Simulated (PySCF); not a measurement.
Molecule: C3H6Cl2Si (charge 0, singlet). SMILES: ClC1(Cl)C[SiH2]C1
Structure (B3LYP-D3(BJ)/def2-TZVP (Ansatz) minimum search):
```xyz
12

Cl    -0.1948     0.8677    -1.5574
C     -0.3034     0.0455     0.0547
Cl    -2.0123     0.1581     0.6352
C      0.7338     0.6708     1.0076
Si     1.9209    -0.7079     0.4516
C      0.2282    -1.3947    -0.0800
H      0.4251     0.4996     2.0400
H      0.9158     1.7295     0.8566
H      2.6324    -1.4447     1.5202
H      2.8572    -0.3641    -0.6368
H     -0.1892    -2.0098     0.7187
H      0.0354    -1.8672    -1.0371
```
Charge 0, spin multiplicity 1.

Dispersion corrections to the total energy (kcal/mol) from the dftd3 and dftd4 libraries through PySCF: D3(BJ) without and D4 with the three-body term, each with the damping fitted for the functional named.

```tsv
functional	D3(BJ)	D4
PW6B95	-5.06	-7.51
B3LYP	-16.30	-14.62
B2PLYP	-7.86	(withheld)
BLYP	(withheld)	-19.82
B2GP-PLYP	(withheld)	-3.83
BP86	-15.43	-12.32
HF	-62.25	-30.75
```

Complete the blanks.


- B2PLYP, D4: -6.30
- BLYP, D3(BJ): -19.84
- B2GP-PLYP, D3(BJ): -6.71
